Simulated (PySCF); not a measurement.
Ionisation energy along the 26-electron series

Calculated with PySCF 2.14 and a two-component X2C-1e Hamiltonian (Gaussian nucleus, no Breit or QED terms), each ion in its own even-tempered basis scaled to its charge; GMP2 freezes [Ne] and drops the highest virtual spinors. Values in eV. NIST values: (m) measured, (s) semi-empirical, (t) theoretical.

```csv
ion,configuration,GHF (spin-free),GMP2 (spin-free),GHF (screened spin-orbit),GMP2 (screened spin-orbit),NIST
Ba³⁰⁺,[Ar] 3d8,1869.7,1870.9,1864.8,1866.0,1864 ± 4 (t)
La³¹⁺,[Ar] 3d8,1980.1,1981.3,1974.6,1975.8,1974 ± 4 (t)
Ce³²⁺,[Ar] 3d8,2093.5,2094.8,2087.4,2088.6,2087 ± 4 (t)
```

Between Z = 56 and Z = 58 the GMP2 (screened spin-orbit) value grows as Z to the power 3.21.
